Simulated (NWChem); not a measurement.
**A calculation on ammonium (H4N (+1))**

```xyz
5

N      0.0000     0.0000     0.0000
H      0.8428     0.0000     0.5960
H     -0.8428     0.0000     0.5960
H      0.0000     0.8428    -0.5960
H      0.0000    -0.8428    -0.5960
```
Charge +1, spin multiplicity 1.

The numbers come from NWChem runs, not from measurements. All single points use one geometry, from B3LYP/def2-SVP, a minimum by its harmonic frequencies.

Symmetry labels belong to the abelian group C2v used in the runs, with the axes of the coordinates shown; states degenerate in a higher group split over its labels.

B3LYP has NWChem's definition, with VWN1-RPA local correlation.

Task: List the lowest 3 singlet excitations that TD-B3LYP/aug-cc-pVDZ, VWN1-RPA local correlation gives, with oscillator strengths.

Result: 
```tsv
state	symmetry	energy (eV)	wavelength (nm)	f
1	b2	14.56	85	0.131
2	b1	14.56	85	0.131
3	a1	14.56	85	0.131
```
